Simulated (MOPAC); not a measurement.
Input for MOPAC: PM3 on C2H7NO2 (a complex), monomers drawn apart or pushed together.

```
PM3 1SCF PRECISE CHARGE=0 THREADS=1
C2H7NO2

C      0.19514320 1     0.64616053 1     0.15493860 1
N     -0.56010423 1    -0.44249955 1     0.79306772 1
H      0.98551637 1     0.95849630 1     0.83591643 1
H     -0.46975874 1     1.49362859 1    -0.01173294 1
H      0.64670163 1     0.36390524 1    -0.80059178 1
H      0.05626637 1    -1.22401419 1     0.99038360 1
H     -1.30299013 1    -0.77823828 1     0.19093149 1
O      1.31973484 1    -0.09901932 1     4.70134937 1
C      0.30324849 1     0.28250627 1     5.23280458 1
O     -0.88134251 1     0.38864516 1     4.65800984 1
H      0.25860103 1     0.59237091 1     6.28774098 1
H     -0.80669317 1     0.08304061 1     3.68557464 1
```

The log:

```
*******************************************************************************
 **                                                                           **
 **                              MOPAC v23.2.5                                **
 **                                                                           **
 *******************************************************************************
 ** MOPAC's Digital Object Identifier: https://doi.org/10.5281/zenodo.6511958 **
 **                                                                           **
 ** Please cite the open-source release paper for use of this MOPAC version:  **
 ** J. E. Moussa and J. J. P. Stewart (2026)                                  **
 ** MOPAC: An open-source semiempirical molecular orbital program             **
 ** J. Open Source Softw., 11(119), 8025, https://doi.org/10.21105/joss.08025 **
 *******************************************************************************

                              PM3 CALCULATION RESULTS

 *******************************************************************************
 *  PM3        - The PM3 Hamiltonian to be used
 *
 *
 *
 *                 CHARGE ON SYSTEM = 0
 *
 *
 *
 *  PRECISE    - TIGHTER CRITERIA TO BE USED
 *  1SCF       - DO 1 SCF AND THEN STOP
 *  THREADS=1  - MULTI-THREADING NOT USED
 *  T=         - A TIME OF 172800.0 SECONDS REQUESTED
 *  DUMP=N     - RESTART FILE WRITTEN EVERY 7200.0 SECONDS REQUESTED
 *******************************************************************************
PM3 1SCF PRECISE CHARGE=0 THREADS=1
 C2H7NO2

   ATOM   CHEMICAL          X               Y               Z
  NUMBER   SYMBOL      (ANGSTROMS)     (ANGSTROMS)     (ANGSTROMS)

     1       C          0.19514320  *   0.64616053  *   0.15493860  *
     2       N         -0.56010423  *  -0.44249955  *   0.79306772  *
     3       H          0.98551637  *   0.95849630  *   0.83591643  *
     4       H         -0.46975874  *   1.49362859  *  -0.01173294  *
     5       H          0.64670163  *   0.36390524  *  -0.80059178  *
     6       H          0.05626637  *  -1.22401419  *   0.99038360  *
     7       H         -1.30299013  *  -0.77823828  *   0.19093149  *
     8       O          1.31973484  *  -0.09901932  *   4.70134937  *
     9       C          0.30324849  *   0.28250627  *   5.23280458  *
    10       O         -0.88134251  *   0.38864516  *   4.65800984  *
    11       H          0.25860103  *   0.59237091  *   6.28774098  *
    12       H         -0.80669317  *   0.08304061  *   3.68557464  *



          CARTESIAN COORDINATES

    NO.       ATOM           X           Y           Z

     1         C          0.1951      0.6462      0.1549
     2         N         -0.5601     -0.4425      0.7931
     3         H          0.9855      0.9585      0.8359
     4         H         -0.4698      1.4936     -0.0117
     5         H          0.6467      0.3639     -0.8006
     6         H          0.0563     -1.2240      0.9904
     7         H         -1.3030     -0.7782      0.1909
     8         O          1.3197     -0.0990      4.7013
     9         C          0.3032      0.2825      5.2328
    10         O         -0.8813      0.3886      4.6580
    11         H          0.2586      0.5924      6.2877
    12         H         -0.8067      0.0830      3.6856

  H: (PM3): J. J. P. STEWART, J. COMP. CHEM. 10, 209 (1989).
  C: (PM3): J. J. P. STEWART, J. COMP. CHEM. 10, 209 (1989).
  N: (PM3): J. J. P. STEWART, J. COMP. CHEM. 10, 209 (1989).
  O: (PM3): J. J. P. STEWART, J. COMP. CHEM. 10, 209 (1989).

           Empirical Formula: C2 H7 N O2  =    12 atoms



      MOLECULAR POINT GROUP   :   C1


      RHF CALCULATION, NO. OF DOUBLY OCCUPIED LEVELS = 16


 -------------------------------------------------------------------------------
 PM3 1SCF PRECISE CHARGE=0 THREADS=1
 C2H7NO2



     1SCF WAS SPECIFIED, SO BFGS WAS NOT USED
     SCF FIELD WAS ACHIEVED


                              PM3 CALCULATION
                                                       MOPAC v23.2.5 Linux




          FINAL HEAT OF FORMATION =        -96.02344 KCAL/MOL =    -401.76208 KJ/MOL


          COSMO AREA              =        134.14 SQUARE ANGSTROMS
          COSMO VOLUME            =        111.54 CUBIC ANGSTROMS

          IONIZATION POTENTIAL    =          9.606615 EV
          HOMO LUMO ENERGIES (EV) =         -9.607  1.226
          NO. OF FILLED LEVELS    =         16
          MOLECULAR WEIGHT        =         77.0828         POINT GROUP:  C1

          MOLECULAR DIMENSIONS (Angstroms)

            Atom       Atom       Distance
            H    11    H     5     7.10262
            H     7    O     8     2.91557
            H     4    H     6     2.80736


          SCF CALCULATIONS        =          1





   ATOM   CHEMICAL          X               Y               Z
  NUMBER   SYMBOL      (ANGSTROMS)     (ANGSTROMS)     (ANGSTROMS)

     1       C          0.19514320  *   0.64616053  *   0.15493860  *
     2       N         -0.56010423  *  -0.44249955  *   0.79306772  *
     3       H          0.98551637  *   0.95849630  *   0.83591643  *
     4       H         -0.46975874  *   1.49362859  *  -0.01173294  *
     5       H          0.64670163  *   0.36390524  *  -0.80059178  *
     6       H          0.05626637  *  -1.22401419  *   0.99038360  *
     7       H         -1.30299013  *  -0.77823828  *   0.19093149  *
     8       O          1.31973484  *  -0.09901932  *   4.70134937  *
     9       C          0.30324849  *   0.28250627  *   5.23280458  *
    10       O         -0.88134251  *   0.38864516  *   4.65800984  *
    11       H          0.25860103  *   0.59237091  *   6.28774098  *
    12       H         -0.80669317  *   0.08304061  *   3.68557464  *

                             CARTESIAN COORDINATES

   1    C        0.195143200     0.646160530     0.154938600
   2    N       -0.560104230    -0.442499550     0.793067720
   3    H        0.985516370     0.958496300     0.835916430
   4    H       -0.469758740     1.493628590    -0.011732940
   5    H        0.646701630     0.363905240    -0.800591780
   6    H        0.056266370    -1.224014190     0.990383600
   7    H       -1.302990130    -0.778238280     0.190931490
   8    O        1.319734840    -0.099019320     4.701349370
   9    C        0.303248490     0.282506270     5.232804580
  10    O       -0.881342510     0.388645160     4.658009840
  11    H        0.258601030     0.592370910     6.287740980
  12    H       -0.806693170     0.083040610     3.685574640


           Empirical Formula: C2 H7 N O2  =    12 atoms



      MOLECULAR POINT GROUP   :   C1


                  EIGENVALUES
 -39.59575 -35.79703 -33.23518 -23.30471 -23.17574 -18.21008 -17.95538 -16.46184
 -15.80849 -15.33585 -14.32390 -14.12707 -12.74934 -12.17280 -11.27486  -9.60661
   1.22638   2.26735   2.89796   3.68073   3.78262   4.05885   4.29290   4.87894
   5.25084   5.42824   7.14457


              NET ATOMIC CHARGES AND DIPOLE CONTRIBUTIONS

  ATOM NO.   TYPE          CHARGE      No. of ELECS.   s-Pop       p-Pop
    1          C          -0.107460        4.1075     1.14702     2.96044
    2          N          -0.053303        5.0533     1.45743     3.59587
    3          H           0.048869        0.9511     0.95113
    4          H           0.044679        0.9553     0.95532
    5          H           0.017839        0.9822     0.98216
    6          H           0.026093        0.9739     0.97391
    7          H           0.024577        0.9754     0.97542
    8          O          -0.403499        6.4035     1.86511     4.53839
    9          C           0.381403        3.6186     1.17140     2.44719
   10          O          -0.297278        6.2973     1.81054     4.48674
   11          H           0.085973        0.9140     0.91403
   12          H           0.232107        0.7679     0.76789
 DIPOLE           X         Y         Z       TOTAL
 POINT-CHG.    -1.454     0.603     0.518     1.657
 HYBRID         0.514    -0.636    -1.551     1.753
 SUM           -0.940    -0.034    -1.033     1.397


          ATOMIC ORBITAL ELECTRON POPULATIONS

     Atom    s        px        py        pz
    1  C   1.14702   0.99655   0.97977   0.98412
    2  N   1.45743   1.08067   1.06395   1.45125
    3  H   0.95113
    4  H   0.95532
    5  H   0.98216
    6  H   0.97391
    7  H   0.97542
    8  O   1.86511   1.37613   1.41526   1.74700
    9  C   1.17140   0.80957   0.74014   0.89748
   10  O   1.81054   1.36273   1.80154   1.32247
   11  H   0.91403
   12  H   0.76789

 **********************
 *                    *
 * JOB ENDED NORMALLY *
 *                    *
 **********************




 == MOPAC DONE ==
```

The run finished.

Cost: very roughly 0.03 core-seconds.
